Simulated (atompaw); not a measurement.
**fluorine: one change to a PAW (atompaw) potential, before and after**

atompaw 4.2.0.5 input, output lines left out:

```
F 9
GGA-PBE scalarrelativistic loggrid 1500 logderivrange -4 5 226
2 2 0 0 0 0
2 0 1
0 0 0
c
v
v
1
1.15 1.15 0.75 0.80
y
0.35
n
y
1.85
n
bloechl besselshape
2 0 vpsmatchnc
```

All-electron outer shells of the reference configuration (PBE, scalar-relativistic, ld1.x):

| shell | level (eV) | outermost node (bohr) | outermost maximum (bohr) |
| --- | --- | --- | --- |
| 1s | -664.00 | – | 0.11 |
| 2s | -30.38 | 0.24 | 0.76 |
| 2p | -11.54 | – | 0.71 |

Change: waves 2s (bound): rc 0.80 bohr; 2s channel at 0.35 Ry: rc 0.80 bohr; 2p (bound): rc 1.15 bohr; 2p channel at 1.85 Ry: rc 1.15 bohr; augmentation besselshape compensation charge, radius 1.15 bohr; PAW radius 1.15 bohr; waves and projectors: custom polynom vanderbiltortho.

Cutoffs: the cutoffs (Ry, on a coarse ladder) from which the occupation-weighted sum of valence levels, in a spherical-Bessel basis at the reference potential, stays within 10 and 1 mRy of its value at 400 Ry; they do not see the model core or the augmentation charge, which bear on the density cutoff.

Question: What does the change do?

Answer: The potential gets softer (160 Ry and 260 Ry → 60 Ry and 100 Ry); the range in which the s phases agree widens (upper end 2.0 → at the end of the scan); neither file shows a bound ghost.

| quantity | base | changed |
| --- | --- | --- |
| cutoff, loose | 160 Ry | 60 Ry |
| cutoff, tight | 260 Ry | 100 Ry |
| loose cutoff by channel (10 mRy a level) | s 30 Ry, p 70 Ry | s 50 Ry, p 45 Ry |
| bound ghosts | none | none |
| s: phases at 1.15 bohr within 0.05 rad from the reference energy up to (Ry; the scan ends near 5) | 2.0 | to the end of the scan |
| p: phases at 1.15 bohr within 0.05 rad from the reference energy up to (Ry; the scan ends near 5) | to the end of the scan | to the end of the scan |
| lowest overlap eigenvalue by channel | s 0.01, p 0.04 | s 0.17, p 0.93 |

 The cutoffs see the waves, projectors and local potential, not the compensation charge or the core.
